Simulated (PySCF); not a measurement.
H₂BFS (SMILES FBS), singlet, at a GFN2-xTB geometry, atoms displaced at random by about 0.08 Å a coordinate; PBE0/STO-3G, gradient (PySCF).

Here is a job for PySCF.
```python
from pyscf import gto, scf, dft

mol = gto.Mole()
mol.atom = '''
    B    -0.460667   -0.465938    0.464981
    F     0.507199   -1.235607    1.166290
    H    -1.550611   -0.721326    0.586320
    S     0.138352    0.689529   -0.540264
    H    -1.175623    1.179418   -1.150277
'''
mol.basis = 'sto-3g'
mol.charge = 0
mol.spin = 0
mol.verbose = 4
mol.build()

mf = dft.RKS(mol)
mf.xc = 'pbe0'
mf.conv_tol = 1e-6
mf.kernel()
g = mf.nuc_grad_method()
grad = g.kernel()
```

What the program printed (banner, timings and long lists left out):

```
PySCF version 2.14.0

[INPUT] verbose = 4
[INPUT] num. atoms = 5
[INPUT] num. electrons = 32
[INPUT] charge = 0
[INPUT] spin (= nelec alpha-beta = 2S) = 0
[INPUT] symmetry False subgroup None
[INPUT] Mole.unit = angstrom
[INPUT] Symbol           X                Y                Z      unit          X                Y                Z       unit  Magmom
[INPUT]  1 B     -0.460667000000  -0.465938000000   0.464981000000 AA   -0.870534464625  -0.880495211028   0.878686743126 Bohr   0.0
[INPUT]  2 F      0.507199000000  -1.235607000000   1.166290000000 AA    0.958467200653  -2.334958827595   2.203968681819 Bohr   0.0
[INPUT]  3 H     -1.550611000000  -0.721326000000   0.586320000000 AA   -2.930230115738  -1.363108586528   1.107984221355 Bohr   0.0
[INPUT]  4 S      0.138352000000   0.689529000000  -0.540264000000 AA    0.261447388786   1.303020964945  -1.020950994962 Bohr   0.0
[INPUT]  5 H     -1.175623000000   1.179418000000  -1.150277000000 AA   -2.221605495740   2.228777006382  -2.173708497386 Bohr   0.0

nuclear repulsion = 87.861122799376
number of shells = 13
number of NR pGTOs = 63
number of NR cGTOs = 21
basis = sto-3g
ecp = {}

******** <class 'pyscf.dft.rks.RKS'> ********
method = RKS
initial guess = minao
damping factor = 0
level_shift factor = 0
DIIS = <class 'pyscf.scf.diis.CDIIS'>
diis_start_cycle = 1
diis_space = 8
diis_damp = 0
SCF conv_tol = 1e-06
SCF conv_tol_grad = None
SCF max_cycles = 50
direct_scf = True
direct_scf_tol = 1e-13
XC library pyscf.dft.libxc version 7.1.2
    S. Lehtola, C. Steigemann, M. J. T. Oliveira, and M. A. L. Marques,  SoftwareX 7, 1–5 (2018)
XC functionals = pbe0
    C. Adamo and V. Barone,  J. Chem. Phys. 110, 6158 (1999)
    M. Ernzerhof and G. E. Scuseria,  J. Chem. Phys. 110, 5029 (1999)
radial grids:
    Treutler-Ahlrichs [JCP 102, 346 (1995); DOI:10.1063/1.469408] (M4) radial grids

becke partition: Becke, JCP 88, 2547 (1988); DOI:10.1063/1.454033
pruning grids: <function nwchem_prune>
grids dens level: 3
symmetrized grids: False
atomic radii adjust function: <function treutler_atomic_radii_adjust>
small_rho_cutoff = 0
Set gradient conv threshold to 0.001
Initial guess from minao.
tot grids = 66808
init E= -517.669249365246
  HOMO = -0.301781424716173  LUMO = 0.0100529923481048  gap/eV = 8.48545
cycle= 1 E= -517.638643935296  delta_E= 0.0306  |g|= 0.413  |ddm|= 2.68
  HOMO = -0.0599567103886948  LUMO = 0.123193966829148  gap/eV = 4.98378
cycle= 2 E= -517.511044026251  delta_E= 0.128  |g|= 0.832  |ddm|= 1.65
  HOMO = -0.178601870304588  LUMO = 0.128700090784142  gap/eV = 8.36211
cycle= 3 E= -517.714059977938  delta_E= -0.203  |g|= 0.0774  |ddm|= 0.977
  HOMO = -0.192502338314667  LUMO = 0.129491778459029  gap/eV = 8.76191
cycle= 4 E= -517.716436085524  delta_E= -0.00238  |g|= 0.0256  |ddm|= 0.175
  HOMO = -0.19271827277083  LUMO = 0.128365785779541  gap/eV = 8.73714
cycle= 5 E= -517.716721340065  delta_E= -0.000285  |g|= 0.00289  |ddm|= 0.0507
  HOMO = -0.192391746082156  LUMO = 0.129188285160019  gap/eV = 8.75064
cycle= 6 E= -517.716725564934  delta_E= -4.22e-06  |g|= 0.000614  |ddm|= 0.0064
  HOMO = -0.192391497708671  LUMO = 0.129133841727833  gap/eV = 8.74915
cycle= 7 E= -517.716725696142  delta_E= -1.31e-07  |g|= 9.98e-05  |ddm|= 0.000755
  HOMO = -0.192378736491138  LUMO = 0.129132450260604  gap/eV = 8.74877
Extra cycle  E= -517.71672569444  delta_E= 1.7e-09  |g|= 0.000118  |ddm|= 0.000312
converged SCF energy = -517.71672569444

******** <class 'pyscf.grad.rks.Gradients'> for <class 'pyscf.dft.rks.RKS'> ********
unit = Eh/Bohr
grid_response = False
--------------- RKS gradients ---------------
         x                y                z
0 B    -0.0532583299     0.0958755495    -0.0802358382
1 F     0.0528619080    -0.0362922947     0.0298471287
2 H     0.0305610967     0.0069280498    -0.0054647988
3 S     0.0329076287    -0.0909943415     0.0874754561
4 H    -0.0632036750     0.0244125070    -0.0316557583
----------------------------------------------
```
